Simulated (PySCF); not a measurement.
A side-by-side comparison of computed properties.

First species: Zr(OH)2Cl2 (singlet state).
Bonds: Zr1–O2, Zr1–O4, Zr1–Cl6, Zr1–Cl7. Hydrogens: H3 on O2; H5 on O4.

Second species: C6H15N.
SMILES: `CC[C@H](C)N(C)C`

Levels: wB97X-D/def2-SVPD for HOMO energy, LUMO energy, HOMO–LUMO gap and static isotropic polarisability; TDDFT wB97X-D/def2-SVPD for lowest singlet excitation; TDA wB97X-D/def2-SVPD for lowest triplet excitation (Tamm–Dancoff); ΔSCF wB97X-D/def2-SVPD for vertical ionisation energy. Geometries: PBE0-D3(BJ)/def2-SVP. All species are isolated and taken at one optimised geometry (atoms past krypton carry core potentials, spin–orbit coupling is left out); the electronic structure was computed with PySCF and density fitting.

Dipoles, sizes and rotational constants follow the conformer. The torsions of the flexible species, by atom-mapped SMILES:
- `[CH3:1][CH2:2][C@H:3]([CH3:4])[N:5]([CH3:6])[CH3:7]`: C1–C2–C3–C4 -176°, C2–C3–N5–C6 -156°

Values for the first species:

```
HOMO energy                              : -10.87 eV
LUMO energy                              : 0.30 eV
HOMO–LUMO gap                            : 11.17 eV
Lowest singlet excitation                : 6.39 eV
Lowest triplet excitation (Tamm–Dancoff) : 6.06 eV
Static isotropic polarisability          : 75.0 au
Vertical ionisation energy               : 11.32 eV
```

(1) Estimate the same properties for the second species, and the change in each.

## Answers

(1) 
```csv
property,first,second,second less first
HOMO energy,-10.87 eV,-7.74 eV,+3.13 eV
LUMO energy,0.30 eV,2.33 eV,+2.03 eV
HOMO–LUMO gap,11.17 eV,10.07 eV,-1.10 eV
lowest singlet excitation,6.39 eV,6.01 eV,-0.38 eV
lowest triplet excitation (Tamm–Dancoff),6.06 eV,5.98 eV,-0.08 eV
static isotropic polarisability,75.0 au,83.9 au,+8.9 au
vertical ionisation energy,11.32 eV,7.85 eV,-3.47 eV
```

On the first: No computed singlet falls in the visible range (750 to 380 nm, 1.65 to 3.26 eV); S1 lies 3.13 eV above its blue end. The principal polarisabilities are 69.5, 73.9 and 81.4 au; their mean is the isotropic value. Atoms past krypton carry effective core potentials; spin–orbit coupling is left out.

On the second: In wavenumbers S1 is 48500 cm⁻¹ (1 eV = 8065.54 cm⁻¹). The vertical singlet–triplet gap S1 − T1 is 0.03 eV (TDDFT singlet less Tamm–Dancoff triplet; S1: HOMO→LUMO, weight 0.88; T1: HOMO→LUMO, weight 0.88).
